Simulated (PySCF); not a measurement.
## The electron affinity along the 4p block

All values are computed (PySCF 2.14, energy differences of UHF-based or UKS calculations, no spin-orbit coupling). Values in eV. The last column holds reference values (measured affinities from photodetachment; the arrow runs from anion to atom). Unmarked ones compare directly (S terms, centres of terms, or small fine structure); those marked * lie between the lowest fine-structure levels and include a spin-orbit shift.

| element | configurations | UHF | CCSD(T) (valence) | MP2 (valence and next inner shell) | SCS-MP2 (valence and next inner shell) | CCSD (valence and next inner shell) | PBE0 | reference |
| --- | --- | --- | --- | --- | --- | --- | --- | --- |
| Ga (x2c-TZVPPall with one added diffuse shell each of s, p, d type, spin-free X2C) | [Ar] 3d10 4s2 4p2 → [Ar] 3d10 4s2 4p1 | -0.061 | 0.294 | 0.251 | 0.144 | 0.257 | 0.408 | 0.301 * |
| Ge (x2c-TZVPPall with one added diffuse shell each of s, p, d type, spin-free X2C) | [Ar] 3d10 4s2 4p3 → [Ar] 3d10 4s2 4p2 | 0.851 | 1.307 | 1.325 | 1.152 | 1.275 | 1.382 | 1.233 * |
| As (x2c-TZVPPall with one added diffuse shell each of s, p, d type, spin-free X2C) | [Ar] 3d10 4s2 4p4 → [Ar] 3d10 4s2 4p3 | -0.292 | 0.549 | 0.435 | 0.479 | 0.503 | 0.755 | 0.804 * |
| Se (x2c-TZVPPall with one added diffuse shell each of s, p, d type, spin-free X2C) | [Ar] 3d10 4s2 4p5 → [Ar] 3d10 4s2 4p4 | 0.929 | 1.846 | 1.836 | 1.817 | 1.790 | 2.011 | 2.021 * |
| Br (x2c-TZVPPall with one added diffuse shell each of s, p, d type, spin-free X2C) | [Kr] → [Ar] 3d10 4s2 4p5 | 2.356 | n/a | 3.402 | 3.307 | 3.237 | 3.413 | 3.364 * |

The highest occupied level of the anion is positive for Ga⁻ at PBE0; Ge⁻ at PBE0; As⁻ at PBE0; Se⁻ at PBE0, so there the basis helps to hold the electron.

"Valence" correlates the outer s and p shells and, in groups 3 to 12 and the f block, the outer d or f shell, open or full, or the next shell where the ion has no valence electron left; the wider scheme adds the next inner shell.
